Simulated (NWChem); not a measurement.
System: bromine monochloride (BrCl); SMILES ClBr

NWChem input:

```
start job
memory heap 200 mb stack 900 mb global 1100 mb
geometry units angstroms noautosym nocenter noautoz
  Cl     0.000000     0.000000     1.451792
  Br     0.000000     0.000000    -0.712717
end
basis spherical
  * library def2-svpd
end
dft
  xc pbe0
  iterations 150
end
property
  response 1 0.0
end
task dft property
```

Parts of the log:

```
             Northwest Computational Chemistry Package (NWChem) 7.3.0
             --------------------------------------------------------

                             Geometry "geometry" -> ""
                             -------------------------

 Output coordinates in angstroms (scale by  1.889725989 to convert to a.u.)

  No.       Tag          Charge          X              Y              Z
 ---- ---------------- ---------- -------------- -------------- --------------
    1 Cl                  17.0000     0.00000000     0.00000000     1.45179200
    2 Br                  35.0000     0.00000000     0.00000000    -0.71271700

 Effective nuclear repulsion energy (a.u.)     145.4650745988

                              NWChem Property Module
                              ----------------------

                                 NWChem DFT Module
                                 -----------------

 Summary of "ao basis" -> "ao basis" (spherical)
 ------------------------------------------------------------------------------
       Tag                 Description            Shells   Functions and Types
 ---------------- ------------------------------  ------  ---------------------
 Cl                        def2-svpd                11       27   5s4p2d
 Br                        def2-svpd                15       41   6s5p4d

            General Information
            -------------------
          SCF calculation type: DFT
          Wavefunction type:  closed shell.
          No. of atoms     :     2
          No. of electrons :    52
           Alpha electrons :    26
            Beta electrons :    26
          Charge           :     0
          Spin multiplicity:     1
          Use of symmetry is: off; symmetry adaption is: off
          Maximum number of iterations: 150
          AO basis - number of functions:    68
                     number of shells:    26
          Convergence on energy requested:  1.00D-06
          Convergence on density requested:  1.00D-05
          Convergence on gradient requested:  5.00D-04

              XC Information
              --------------
                         PBE0 Method XC Functional
                     Hartree-Fock (Exact) Exchange  0.250
          PerdewBurkeErnzerhof Exchange Functional  0.750
            Perdew 1991 LDA Correlation Functional  1.000 local
           PerdewBurkeErnz. Correlation Functional  1.000 non-local

             Grid Information
             ----------------
          Grid used for XC integration:  medium
          Radial quadrature: Mura-Knowles
          Angular quadrature: Lebedev.
          Tag              B.-S. Rad. Rad. Pts. Rad. Cut. Ang. Pts.
          ---              ---------- --------- --------- ---------
          Cl                  1.00       88          11.0       590
          Br                  1.15      112          11.0       590
          Grid pruning is: on
          Number of quadrature shells:   200
          Spatial weights used:  Erf1

      Superposition of Atomic Density Guess
      -------------------------------------

 Sum of atomic energies:       -3031.41788438

      Non-variational initial energy
      ------------------------------

 Total energy =   -3031.518598
 1-e energy   =   -4506.611560
 2-e energy   =    1329.627887
 HOMO         =      -0.340874
 LUMO         =      -0.134081

   convergence    iter        energy       DeltaE   RMS-Dens  Diis-err
 ---------------- ----- ----------------- --------- --------- ---------
 d= 0,ls=0.0,diis     1  -3033.4080189167 -3.18D+03  8.21D-03  2.51D-01
 d= 0,ls=0.0,diis     2  -3033.4196762300 -1.17D-02  4.07D-03  7.27D-02
 d= 0,ls=0.0,diis     3  -3033.4291063387 -9.43D-03  1.14D-03  1.06D-02
 d= 0,ls=0.0,diis     4  -3033.4304048762 -1.30D-03  2.73D-04  4.73D-04
 d= 0,ls=0.0,diis     5  -3033.4304306377 -2.58D-05  1.12D-04  6.40D-05
  Resetting Diis
 d= 0,ls=0.0,diis     6  -3033.4304408095 -1.02D-05  1.41D-05  7.76D-07
 d= 0,ls=0.0,diis     7  -3033.4304409511 -1.42D-07  4.03D-06  3.73D-08

         Total DFT energy =    -3033.430440951099
      One electron energy =    -4505.558812940742
           Coulomb energy =     1445.750679318818
    Exchange-Corr. energy =     -119.087381927997
 Nuclear repulsion energy =      145.465074598821

 Numeric. integr. density =       51.999999936562

                       DFT Final Molecular Orbital Analysis
                       ------------------------------------

 Vector   24  Occ=2.000000D+00  E=-4.058139D-01
              MO Center=  7.6D-09, -6.7D-09,  6.5D-01, r^2= 2.1D+00
   Bfn.  Coefficient  Atom+Function         Bfn.  Coefficient  Atom+Function
  ----- ------------  ---------------      ----- ------------  ---------------
    12      0.342073  1 Cl px                13     -0.315779  1 Cl py
     9      0.276639  1 Cl px                10     -0.255375  1 Cl py
    40      0.238501  2 Br px                43      0.227702  2 Br px
    41     -0.220168  2 Br py                44     -0.210199  2 Br py
     6      0.158919  1 Cl px                37     -0.155942  2 Br px

 Vector   25  Occ=2.000000D+00  E=-3.141307D-01
              MO Center=  1.7D-08, -1.5D-08,  7.5D-02, r^2= 2.6D+00
   Bfn.  Coefficient  Atom+Function         Bfn.  Coefficient  Atom+Function
  ----- ------------  ---------------      ----- ------------  ---------------
    43      0.351802  2 Br px                40      0.338741  2 Br px
    44     -0.330572  2 Br py                41     -0.318299  2 Br py
    12     -0.299667  1 Cl px                13      0.281583  1 Cl py
     9     -0.235391  1 Cl px                10      0.221186  1 Cl py
    37     -0.217257  2 Br px                38      0.204146  2 Br py

 Vector   26  Occ=2.000000D+00  E=-3.141307D-01
              MO Center=  3.9D-10, -3.4D-09,  7.5D-02, r^2= 2.6D+00
   Bfn.  Coefficient  Atom+Function         Bfn.  Coefficient  Atom+Function
  ----- ------------  ---------------      ----- ------------  ---------------
    44      0.351802  2 Br py                41      0.338741  2 Br py
    43      0.330572  2 Br px                40      0.318299  2 Br px
    13     -0.299667  1 Cl py                12     -0.281583  1 Cl px
    10     -0.235391  1 Cl py                 9     -0.221186  1 Cl px
    38     -0.217257  2 Br py                37     -0.204146  2 Br px

 Vector   27  Occ=0.000000D+00  E=-1.411992D-01
              MO Center=  7.1D-09, -4.3D-09,  1.6D-01, r^2= 3.3D+00
   Bfn.  Coefficient  Atom+Function         Bfn.  Coefficient  Atom+Function
  ----- ------------  ---------------      ----- ------------  ---------------
    45      0.562651  2 Br pz                14      0.538254  1 Cl pz
    42      0.441172  2 Br pz                11      0.352325  1 Cl pz
    39     -0.276030  2 Br pz                31      0.237399  2 Br s
     8      0.195783  1 Cl pz                 3     -0.193400  1 Cl s
     4     -0.188697  1 Cl s                 32      0.160216  2 Br s

 Vector   28  Occ=0.000000D+00  E= 3.199482D-02
              MO Center= -1.1D-07,  7.9D-08, -3.0D-01, r^2= 8.2D+00
   Bfn.  Coefficient  Atom+Function         Bfn.  Coefficient  Atom+Function
  ----- ------------  ---------------      ----- ------------  ---------------
    33      1.495267  2 Br s                 32     -0.860473  2 Br s
     5      0.474233  1 Cl s                  4     -0.428621  1 Cl s
    17      0.221995  1 Cl pz                31     -0.192157  2 Br s
    30      0.158159  2 Br s                 48     -0.140120  2 Br pz
     3     -0.133322  1 Cl s                 45      0.126212  2 Br pz

 Vector   29  Occ=0.000000D+00  E= 4.962602D-02
              MO Center= -2.7D-08,  1.3D-08, -7.5D-01, r^2= 1.5D+01
   Bfn.  Coefficient  Atom+Function         Bfn.  Coefficient  Atom+Function
  ----- ------------  ---------------      ----- ------------  ---------------
     5      2.526014  1 Cl s                 33     -2.410963  2 Br s
    48     -2.125674  2 Br pz                17     -1.406279  1 Cl pz
    66     -0.228172  2 Br d  0              25      0.210914  1 Cl d  0
    42      0.204272  2 Br pz                11      0.126055  1 Cl pz
    39     -0.106896  2 Br pz                14      0.096466  1 Cl pz

     Multipole analysis of the density
     ---------------------------------

     L   x y z        total         alpha         beta         nuclear
     -   - - -        -----         -----         ----         -------
     0   0 0 0     -0.000000    -26.000000    -26.000000     52.000000

     1   1 0 0     -0.000000     -0.000000     -0.000000      0.000000
     1   0 1 0      0.000000      0.000000      0.000000      0.000000
     1   0 0 1     -0.207777      0.146151      0.146151     -0.500080

     2   2 0 0    -23.503891    -11.751945    -11.751945      0.000000
     2   1 1 0      0.000000      0.000000      0.000000      0.000000
     2   1 0 1      0.000000      0.000000      0.000000      0.000000
     2   0 2 0    -23.503891    -11.751945    -11.751945      0.000000
     2   0 1 1     -0.000000     -0.000000     -0.000000      0.000000
     2   0 0 2    -20.329096   -105.886379   -105.886379    191.443663

 *** CALLING NEW AORESP DRIVER FOR CLOSED AND OPEN SHELLS ***
 Entering AOResponse driver routine

--------------------------------------------------------------------------------

          -----------------------------------------------
          Solving response equations for perturbing field
          -----------------------------------------------

 number of frequencies:     1
 frequency in a.u.:  0.0000000E+00
 Perturbing field: electric
 Using El. Dipole Length Gauge

 Setting up CPKS with frequency omega =      0.00000000 a.u.

 STATIC response

                                NWChem CPHF Module
                                ------------------

  scftype          =     RHF
  nclosed          =       26
  nopen            =        0
  variables        =     1092
  # of vectors     =        3
  tolerance        = 0.10D-03
  level shift      = 0.00D+00
  max iterations   =       50
  max subspace     =       30

 SCF residual:    2.2671753594256564E-004

Iterative solution of linear equations
  No. of variables     1092
  No. of equations        3
  Maximum subspace       30
        Iterations       50
       Convergence  1.0D-04

   iter   nsub   residual    time
   ----  ------  --------  ---------
     1      3    9.41D+00      10.5
     2      6    2.34D+00      15.0
     3      9    3.78D-01      18.3
     4     12    6.07D-02      22.2
     5     15    2.75D-02      26.8
     6     18    2.80D-03      30.4
     7     21    4.55D-04      33.7
     8     24    6.39D-05      36.6

 Electric Dipole Response Matrix (nonzero elements):

              1        2        3
    1   30.5683  -0.0000  -0.0000
    2   -0.0000  30.5683   0.0000
    3   -0.0000   0.0000  50.9843

 ------------------------------------------
 average:        37.37362 + I       0.00000

 DFT Linear Response polarizability / au
 Frequency  =       0.0000000 / au
              X              Y              Z
 -----------------------------------------------
 X      30.5682926     -0.0000001     -0.0000001
 Y      -0.0000001     30.5682926      0.0000001
 Z      -0.0000001      0.0000001     50.9842643
 -----------------------------------------------
 Eigenvalues =      30.5682927     30.5682926     50.9842643
 Isotropic   =      37.3736165
 Anisotropic =      20.4159717
 -----------------------------------------------

 Magnetic Dipole Response Matrix (nonzero elements):

 Exiting AOResponse driver routine
```

Level: PBE0/def2-SVPD. Structure relaxed at the PBE0/def2-SVP level.
